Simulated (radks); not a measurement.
Valence configurations of Rh I (all share [Kr]). Calculated with a radial shooting solver on a logarithmic mesh with Libxc functionals: scalar-relativistic Kohn-Sham, PBE, spin-polarised, spherical densities, point nucleus; open shells are filled with parallel spins first (spin-orbit coupling, left out, can overturn this in heavy ions). Order these by energy: 4d8 5s0.5 5p0.5; 4d8 5p1; 4d9; 4d7 5s1 5p1; 4d7 5s0.5 5p1.5; 4d8.5 5s0.5; 4d8 5s1; 4d7 5s2; 4d7 5s1.5 5p0.5; 4d6 5s1 5p2.

Answer. From the lowest, in eV above it: 4d8.5 5s0.5 0.000; 4d9 0.053; 4d8 5s1 0.059; 4d8 5s0.5 5p0.5 1.908; 4d7 5s2 2.064; 4d7 5s1.5 5p0.5 3.683; 4d8 5p1 3.820; 4d7 5s1 5p1 5.046; 4d7 5s0.5 5p1.5 7.314; 4d6 5s1 5p2 12.222. NIST lists [Kr] 4d8 5s1 as the ground configuration; this level of theory puts 4d8.5 5s0.5 lower, by 0.059 eV. The energies are those of spherical high-spin densities, not of single terms.
